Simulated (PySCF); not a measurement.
Input of a run (PBE0-D3(BJ)/def2-SVP geometry optimisation, gas phase (PySCF 2.14.0)), started from GFN2-xTB:
```
{"job": {"xc": "PBE0", "basis": "def2-SVP", "d3": "d3bj", "grid": 1, "shake": 0.01, "kind": "geom"}, "charge": 0, "multiplicity": 1}
C      1.970300     0.558760    -0.000440
C      0.977170    -0.462950    -0.596350
Al    -0.578370    -0.788340     0.656180
N     -2.084800     0.324000    -0.136720
H      1.456480     1.545870     0.083080
H      2.835400     0.720350    -0.625830
H      2.278380     0.277890     0.992660
H      0.735230    -0.133990    -1.620660
H      1.548650    -1.385520    -0.724910
H     -0.553250    -0.035500     2.052480
H     -1.336770    -2.152960     0.650060
H     -2.900060     0.182220     0.500630
H     -1.948900     1.328660    -0.185010
H     -2.406620     0.006430    -1.052910
```

Output (energies in Eh, forces in Eh/bohr):
```
step   0  E = -378.97148002  max force = 0.032509
step   1  E = -378.97649829  max force = 0.005405
step   2  E = -378.97692900  max force = 0.002029
step   3  E = -378.97703143  max force = 0.001038
step   4  E = -378.97712631  max force = 0.001306
step   5  E = -378.97725975  max force = 0.002295
step   6  E = -378.97747387  max force = 0.003907
step   7  E = -378.97767659  max force = 0.003950
step   8  E = -378.97796226  max force = 0.002947
step   9  E = -378.97826998  max force = 0.001636
step  10  E = -378.97835884  max force = 0.001205
step  11  E = -378.97841658  max force = 0.000542
step  12  E = -378.97843352  max force = 0.000446
step  13  E = -378.97844740  max force = 0.000453
step  14  E = -378.97845858  max force = 0.000522
step  15  E = -378.97846792  max force = 0.000347
optimisation converged
```

Question: Summarise the run.

Answer: The energy falls by 0.190 eV over 16 energy and gradient evaluations, the largest force component goes from 0.0325 to 3.5e-04 Eh/bohr, and the atoms move by 0.553 Å rms after alignment. The bond that changes most is Al3–H11 (ends: aluminium bonded to C, N and 2 H; Al–H hydrogen), which lengthens by 0.050 Å. Bonds longer at the end by more than 0.005 Å: 7 of 13; shorter: 4. Among the angles that change most is Al3–C2–H8, from 117.0° to 109.8°. Among the dihedrals that turn most is H8–C2–Al3–H10, from -127° to -173°. The energy never rose by more than 1e-6 Eh on the way. The first step brought 72 % of the lowering.

Question: What are the final bond lengths?

Answer: C1–C2 1.529 Å, C2–Al3 1.988 Å, Al3–N4 2.076 Å, C1–H5 1.106 Å, C1–H6 1.104 Å, C1–H7 1.103 Å, C2–H8 1.107 Å, C2–H9 1.106 Å, Al3–H10 1.612 Å, Al3–H11 1.611 Å, N4–H12 1.021 Å, N4–H13 1.021 Å, N4–H14 1.021 Å. Numbering counts from 1 in the input's order; the species is `C[CH2][AlH2-][NH3+]`.

The run used 110 basis functions and 93 SCF cycles in all.

Whether it is a minimum is left open (no frequencies). The numbers are those of one conformer.
